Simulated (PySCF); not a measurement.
C2H7BCl2Si, SMILES CB([SiH](Cl)Cl)C, PBE0/def2-SVP optimised geometry.

```
13

Si     1.53     0.01     0.00
Cl     2.05    -0.02     2.02
Cl     2.32     1.73    -0.86
B     -0.50     0.01     0.00
C     -1.25     1.38     0.00
C     -1.24    -1.36     0.09
H      2.23    -1.14    -0.64
H     -0.76     2.17    -0.59
H     -1.19     1.72     1.06
H     -2.32     1.32    -0.25
H     -2.26    -1.30     0.51
H     -0.68    -2.17     0.59
H     -1.36    -1.69    -0.97
```

Density from PBE0/def2-TZVP in PySCF at that geometry.

Minimum of the electron density along straight lines between bonded atoms, close to the bond critical point (lines longer than 1.1 times the sum of covalent radii, or with two minima, are not listed):

| bond | length / Å | ρ at the minimum / e bohr⁻³ | ∇²ρ there / e bohr⁻⁵ | position (fraction from the first atom) |
|---|---|---|---|---|
| Si1–Cl2 | 2.085 | 0.094 | 0.20 | 0.36 |
| Si1–Cl3 | 2.078 | 0.095 | 0.20 | 0.36 |
| Si1–B4 | 2.029 | 0.118 | -0.13 | 0.39 |
| B4–C5 | 1.559 | 0.190 | -0.29 | 0.33 |
| B4–C6 | 1.563 | 0.188 | -0.28 | 0.33 |
| Si1–H7 | 1.491 | 0.124 | 0.13 | 0.49 |
| C5–H8 | 1.101 | 0.268 | -0.89 | 0.64 |
| C5–H9 | 1.111 | 0.255 | -0.80 | 0.64 |
| C5–H10 | 1.101 | 0.268 | -0.88 | 0.64 |
| C6–H11 | 1.101 | 0.267 | -0.88 | 0.64 |
| C6–H12 | 1.101 | 0.268 | -0.89 | 0.64 |
| C6–H13 | 1.111 | 0.256 | -0.80 | 0.64 |
